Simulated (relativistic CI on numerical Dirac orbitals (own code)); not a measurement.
Method of calculation: Dirac-Coulomb-Breit CI, separate exchange-only KLI orbitals for each configuration, QED by a radiative potential, unscaled Slater integrals (own radial code, finite nucleus).

Configurations in the expansion (outside the closed core [Ar] 3d10): 4s2.4p2, 4s.4p3, 4s2.4p.4d, 4p4, 4s.4p2.4d, 4s2.4p.4f, 4s.4p2.4f, 4p3.4d, 4s.4p.4d2, 4s2.4d.4f, 4p3.4f, 4s2.4p.5s, 4p3.5s, 4s2.4p.5p, 4p2.4d.4f, 4s.4p.4d.5s, 4s.4p.4f2, 4s.4p2.5s, 4s2.4p.5d, 4s2.4f.5s, 4s.4p2.5p, 4s2.4p.5f, 4s2.4p.5g, 4s.4p2.5d, 4s2.4p.6s, 4p2.4f.5s, 4s2.4p.6p, 4s2.4d2, 4s.4d3, 4s.4d2.4f, 4p2.4d2, 4p.4d3, 4p.4d2.4f, 4p.4d2.5s, 4s2.4f2, 4s.4d.4f2, 4s.4f3, 4p2.4f2, 4p.4d.4f2, 4p.4f3, 4p.4f2.5s, 4s.4p.4d.4f, 4s.4d.4f.5s, 4s2.4d.5s, 4s.4d2.5s, 4p2.4d.5s, 4p.4d.4f.5s, 4p.4d.5s2, 4s.4p.4f.5s, 4s.4f2.5s, 4s.4f.5s2, 4s2.5s2, 4s.4d.5s2. Double excitations out of closed p, d and f shells are left out; levels of such configurations are missing from the list, as are those of other unlisted configurations, and high levels can miss mixing partners. These lack a partner that the ground configuration has and come out too high: 4s.4p2.5p, 4s.4p2.5d, 4s2.4p.5p, 4s2.4p.5d, 4s2.4p.5f.

At this charge energies of transitions that change n are usually good to better than 1 %, and those within a shell (Δn = 0) to a few per cent.

Outline of the computed level scheme of Cs XXIV. Lowest level of each configuration: 4s2.4p2 3P_0 at 0.000 eV; 4s.4p3 5S°_2 at 66.115 eV; 4s2.4p.4d 3F°_2 at 105.764 eV; 4p4 3P_2 at 147.599 eV; 4s.4p2.4d 5F_1 at 154.740 eV.

Some strong electric-dipole decays among the lowest 45 levels: 4s2.4p.4d 3D°_1 → 4s2.4p2 3P_0 (3.3e+11 s⁻¹); 4s2.4p.4d 3D°_3 → 4s2.4p2 1D_2 (3.2e+11 s⁻¹); 4s2.4p.4d 1F°_3 → 4s2.4p2 3P_2 (3.1e+11 s⁻¹); 4s2.4p.4d 3P°_0 → 4s2.4p2 3P_1 (2.7e+11 s⁻¹); 4s2.4p.4d 1P°_1 → 4s2.4p2 1S_0 (2.6e+11 s⁻¹); 4s2.4p.4d 3P°_2 → 4s2.4p2 3P_2 (2.1e+11 s⁻¹); 4s2.4p.4d 3P°_1 → 4s2.4p2 3P_1 (1.8e+11 s⁻¹); 4s2.4p.4d 1D°_2 → 4s2.4p2 3P_1 (1.6e+11 s⁻¹).

LS names give the leading component of a level, which can be under half, so a name can repeat, a term be missing and a line seem to break the LS rules.
